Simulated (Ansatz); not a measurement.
`[F][SnH]([F])[F]` + `N=C=O` → `O=C=[N][SnH]([F])[F]` + H–F at 500 K and 1 bar (ligand exchange at the Sn–F bond).

Isolated molecules relaxed with PBE0-D4/def2-TZVP in Ansatz; ΔE leaves out vibrations. CCSD(T)/CBS is the MP2 limit (def2-TZVPP, def2-QZVPP) plus CCSD(T) − MP2 in def2-TZVPP, frozen cores. This one scheme is used for every species. Elements past krypton have def2 core potentials. For Sn outer-core shells are correlated without core-valence functions, which leaves a few kJ/mol of doubt a bond. Each species was taken in one conformer, which may not be the lowest.

```tsv
species	CCSD(T)/CBS energy (Eh)	H − E (kJ/mol)	S (J/(mol·K))
`[F][SnH]([F])[F]`	-514.09299	67.5	356.3
`N=C=O`	-168.51995	77.7	264.2
`O=C=[N][SnH]([F])[F]`	-582.21667	109.1	442.0
H–F	-100.39570	39.4	188.7
```

H − E and S are ideal-gas, rigid-rotor, harmonic terms from PBE0-D4/def2-TZVP, for one conformer and one mirror image of each species. 1 Eh = 2625.50 kJ/mol, R = 8.31446 J/(mol·K).

Question: By hand: ΔE, ΔH, ΔS and ΔG.

Answer: ΔE = (-582.21667) + (-100.39570) − (-514.09299) − (-168.51995) = 0.00057 Eh = 1.5 kJ/mol. Δ(H − E) = 109.1 + 39.4 − 67.5 − 77.7 = 3.3, so ΔH = 4.8 kJ/mol. ΔS = 442.0 + 188.7 − 356.3 − 264.2 = 10.2 J/(mol·K). ΔG = 4.8 − 500 × (10.2)/1000 = -0.3 kJ/mol.

Question: By hand: the equilibrium constant, and the temperature at which ΔG would vanish if ΔH and ΔS stayed fixed.

Answer: log₁₀ K = −ΔG/(RT ln 10) = 0.0. ΔG = 0 at ΔH/ΔS = 471 K, though so small a ΔH makes that figure unsure.

TΔS isn't small against ΔH here. The sign of ΔG lies within the doubt. A doubt of 5 kJ/mol in ΔE shifts log₁₀ K by 0.5 here. Other conformers and mirror images would add mixing entropy, several J/(mol·K) or more a flexible species. Modes under 60 cm⁻¹, often nearly free rotors, make the harmonic entropy too high. These are equilibria of isolated gas molecules and say nothing of rates. Largest T1 diagnostic: 0.018 (customary marks: 0.02 for closed shells, 0.045 for open ones).
